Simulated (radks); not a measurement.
Problem. Species: the europium ion Eu20+. Configuration: [Kr] 4d7 (the NIST ground configuration). Calculated with a radial shooting solver on a logarithmic mesh with Libxc functionals: scalar-relativistic Kohn-Sham, exchange-only LDA, spin-polarised, spherical densities, point nucleus; open shells are filled with parallel spins first (spin-orbit coupling, left out, can overturn this in heavy ions). Some entries of the table are withheld. Estimate them.

| orbital | occ. | eigenvalue (eV) | <r^2> (bohr^2) | <r> (bohr) |
|---|---|---|---|---|
| 1s up | 1 | -48860.25 | 0.0006801 | 0.02233 |
| 1s down | 1 | -48860.17 | 0.0006801 | 0.02233 |
| 2s up | 1 | -8474.509 | 0.01069 | 0.09518 |
| 2s down | 1 | -8472.419 | 0.01069 | 0.09517 |
| 2p up | 3 | -7611.877 | 0.008597 | 0.08392 |
| 2p down | 3 | -7610.161 | 0.008596 | 0.08392 |
| 3s up | 1 | -2278.124 | 0.07091 | 0.2492 |
| 3s down | 1 | -2276.674 | 0.07085 | 0.2491 |
| 3p up | 3 | -2009.708 | 0.07088 | 0.2474 |
| 3p down | 3 | -2008.170 | 0.07080 | 0.2473 |
| 3d up | 5 | -1651.728 | 0.05943 | 0.2250 |
| 3d down | 5 | -1649.772 | 0.05937 | 0.2249 |
| 4s up | 1 | -838.8305 | 0.3271 | 0.5395 |
| 4s down | 1 | -833.3497 | 0.3274 | 0.5396 |
| 4p up | 3 | -745.2083 | (1) | 0.5607 |
| 4p down | 3 | -739.7861 | (2) | 0.5611 |
| 4d up | 5 | (3) | 0.3853 | 0.5803 |
| 4d down | 2 | (4) | 0.3865 | 0.5811 |
| 5s up | 0 | -419.7652 | 1.125 | 1.005 |
| 5s down | 0 | -417.0423 | 1.134 | 1.009 |
| 5p up | 0 | -382.1930 | 1.247 | 1.056 |
| 5p down | 0 | -379.7130 | 1.257 | 1.061 |

Solution. 
(1) 4p up <r^2> (bohr^2): 0.3555
(2) 4p down <r^2> (bohr^2): 0.3561
(3) 4d up eigenvalue (eV): -615.2876
(4) 4d down eigenvalue (eV): -609.9374
